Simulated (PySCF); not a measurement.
r2SCAN on H (hydrogen, neutral), 2p1, 2P determinant (an excited configuration). Calculation: PySCF 2.14, in aug-cc-pVDZ; no relativity, point nucleus.

```
cycle= 1 E= -0.0660119383904454  delta_E= -4.91e-05  |g|= 0.000911  |ddm|= 0.0108
cycle= 2 E= -0.0660126164174784  delta_E= -6.78e-07  |g|= 0.000109  |ddm|= 0.00127
cycle= 3 E= -0.06601262619246  delta_E= -9.77e-09  |g|= 2.77e-08  |ddm|= 0.000171
cycle= 4 E= -0.0660126261924605  delta_E= -4.44e-16  |g|= 1.2e-08  |ddm|= 2.48e-08
converged SCF energy = -0.0660126261924605  <S^2> = 0.75  2S+1 = 2
```

Highest occupied orbital energy: 1.168 eV; ⟨L²⟩ = 2.00; populations by l: s 0.00, p 1.00.

Question: Can this result be used?

Answer: Not for this state. The calculation finished and met its thresholds. For one electron the Hartree and exchange-correlation energies should cancel; what remains is the self-interaction error. The outer electron is Rydberg-like, and this basis confines it to a smaller radius and binds it less than a complete one would. At r2SCAN the highest occupied level has a positive energy, so only the finite basis holds that electron; for this excited configuration the basis is too tight for the outer shell.
